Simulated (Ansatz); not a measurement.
GeNH$_{7}$, closed shell: harmonic vibrations of a pair.

in.yaml

```yaml
crystal:
  periodic: [false, false, false]
  atoms:
    - {symbol: N, position_ang: [0.031761, 0.031384, -1.690676]}
    - {symbol: H, position_ang: [0.377269, -0.838930, -2.075939]}
    - {symbol: H, position_ang: [-0.890311, 0.186059, -2.079850]}
    - {symbol: H, position_ang: [0.630797, 0.770793, -2.036843]}
    - {symbol: Ge, position_ang: [-0.029598, -0.029317, 1.552488]}
    - {symbol: H, position_ang: [-0.057585, -0.057899, 3.096558]}
    - {symbol: H, position_ang: [1.175339, -0.853033, 1.084859]}
    - {symbol: H, position_ang: [0.101618, 1.431267, 1.106799]}
    - {symbol: H, position_ang: [-1.339390, -0.640424, 1.042502]}
basis:
  gaussian: {orbitals: def2-TZVP}
hamiltonian: {xc: pbe0, dispersion: d4}
phonons: {temperatures: {t_min: 298.15, t_max: 900, t_step: 200}}
```

Command:

```bash
ansatz run in.yaml --threads 4 --pin off --events-out ev --progress --plain --max-ram 9574MiB
```

The run's output (Ansatz 0.2.0):

```
Functional definition: PBE0
  name "PBE0"
  cite "Adamo & Barone, J. Chem. Phys. 110, 6158 (1999) doi:10.1063/1.478522"
  cite "Perdew, Burke & Ernzerhof, Phys. Rev. Lett. 77, 3865 (1996) doi:10.1103/PhysRevLett.77.3865"
  parent pbe
  parameter a = 0.25
  parameter kappa = 0.804
  parameter beta = 0.06672455060314922
  exchange = (1 - a)*pbe_x(kappa = kappa, mu = beta*pi^2/3) + a*exact_x
  correlation = pbe_c(beta = beta)
864 factors; their error is unknown
mean field evaluation 1: about -58107.9027 eV, gradient 5.6e1 eV
mean field evaluation 2: about -58103.1582 eV, gradient 7.0e1 eV
mean field evaluation 4: about -58113.2962 eV, gradient 1.3e0 eV
mean field evaluation 8: about -58113.5666 eV, gradient 2.7e-1 eV
mean field -58113.56667641 eV, -2135.6341845677 hartree, gradient 3.5e-5 eV, S^2 0.000000; 0 other end points of the search recorded, 0 dependent functions left out
the calculation of the forces begins
reference -58113.56670699 eV, -2135.6341856914 hartree; 23, 23 occupied and 98, 98 virtual orbitals, 864 factors
these checks for a lower state are left out or cut short: stability, starts, cluster_reference, orbital_swaps, neighbouring_geometries, increment
864 factors; their error is unknown
mean field evaluation 16: about -58113.2974 eV, gradient 3.0e-1 eV
WARN: phonons: 4 modes above zero are rigid motions of the cell's bodies and no vibrations: the zero-point energy, free energy, entropy and heat capacity leave them out. With what each would have added to F at 898 K, by the weight of its row in the mesh: 0.04 cm⁻¹ (-0.741 eV; rigid weight 1.000, of which rotation 0.000), 2.57 cm⁻¹ (-0.425 eV; rigid weight 0.989, of which rotation 0.989), 4.18 cm⁻¹ (-0.387 eV; rigid weight 0.960, of which rotation 0.960), 23.02 cm⁻¹ (-0.255 eV; rigid weight 0.624, of which rotation 0.624). A body is a set of atoms that hang together within twice the van der Waals contact; here: 9 atoms, out of reach of every periodic image. What nothing holds moves and turns at no cost, which is at zero frequency: what stands here is left by the forces on the atoms, the periodic images, the SCF threshold and the grid, and changes its size and its sign with the last two. The forces' share comes down as the geometry is relaxed further. The table is the vibrational part alone. If the cell is meant as a crystal, declare phonons.rigid_motions: translations: the three translations of the whole cell alone are then left out. The least rigid weight left out is 0.62383 and the largest kept is 0.42695. The rigid motions are mixed with soft vibrations: those modes' frequencies are not settled, nor the sums by as much as one such mode adds.
WARN: phonons: modes at or below zero, which the zero-point energy, F, S and C_V leave out: 1, the lowest at -10.00 cm⁻¹. A minimum has none, and a first-order saddle one
Total energy: -58113.64817904 eV, -2135.6371797343 hartree
Atom 0 at     0.031761     0.031384    -1.690676 Å, force    -0.004912     0.003442     0.004342 eV/Å
Atom 1 at     0.377269    -0.838930    -2.075939 Å, force     0.000644    -0.003937    -0.002670 eV/Å
Atom 2 at    -0.890311     0.186059    -2.079850 Å, force     0.003398     0.000109    -0.000054 eV/Å
Atom 3 at     0.630797     0.770793    -2.036843 Å, force     0.000753     0.000472    -0.001714 eV/Å
Atom 4 at    -0.029598    -0.029317     1.552488 Å, force     0.001128    -0.001337    -0.002864 eV/Å
Atom 5 at    -0.057585    -0.057899     3.096558 Å, force    -0.000761     0.000882    -0.000123 eV/Å
Atom 6 at     1.175339    -0.853033     1.084859 Å, force    -0.001516     0.001812     0.000473 eV/Å
Atom 7 at     0.101618     1.431267     1.106799 Å, force    -0.001081    -0.002846     0.001468 eV/Å
Atom 8 at    -1.339390    -0.640424     1.042502 Å, force     0.002345     0.001404     0.001142 eV/Å
Dipole moment:     0.009777     0.010234    -0.506326 e Å
Vibrations: -10.00 85.40 121.58 124.75 236.21 236.48 812.06 824.12 824.15 920.01 920.10 1043.89 1667.34 1667.49 2125.56 2172.00 2179.11 2179.19 3501.74 3631.18 3632.29 cm⁻¹, zero-point energy 1.791859 eV

[the SCF lines of later steps are left out]
```

The lines “mean field evaluation” count trial sets of orbitals through the whole run, from several starts and some on an approximate energy, so they need not fall steadily or lie above the final value.

The run took about 38 s on 4 CPU threads of an Intel Xeon Platinum 8259CL (shared host).
